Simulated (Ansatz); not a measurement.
C₂H₄AlBrO, SMILES `[Br][Al]1[CH2]O[CH2]1`. Charge 0, multiplicity 1. Geometry: relaxed with PBE0-D4/def2-TZVP.

```xyz
9

Br    1.610   -0.317    2.971
Al    0.540   -0.107    0.997
C     0.849    0.225   -0.905
O    -0.578    0.116   -1.066
C    -1.239   -0.148    0.186
H     1.197    1.211   -1.231
H     1.361   -0.533   -1.508
H    -1.954    0.649    0.417
H    -1.787   -1.095    0.138
```

(1) What is the dipole moment at r2SCAN/def2-TZVPP? (Best estimate.)

(2) And with PBE, B3LYP, ωB97M-V? (An estimate is asked.)

(3) Give the Mulliken charges with r2SCAN, PBE, ωB97M-V in def2-TZVPP. (Estimate.)

## Answers

(1) Ansatz gave: 0.35 D, with components (0.17, -0.04, 0.31) D in this frame, pointing from negative to positive charge.

(2) Ansatz gave: PBE 0.26 D, B3LYP 0.49 D, ωB97M-V 0.57 D.

(3) Ansatz gave: 
```
atom  r2SCAN    PBE  ωB97M-V
 Br1   -0.21  -0.19    -0.19
 Al2    0.49   0.34     0.45
  C3   -0.12  -0.14    -0.21
  O4   -0.28  -0.22    -0.27
  C5   -0.12  -0.14    -0.21
  H6    0.06   0.09     0.11
  H7    0.06   0.09     0.11
  H8    0.06   0.09     0.11
  H9    0.06   0.09     0.11
```

B3LYP here is the variant with VWN-RPA as its local correlation; programs differ in this.
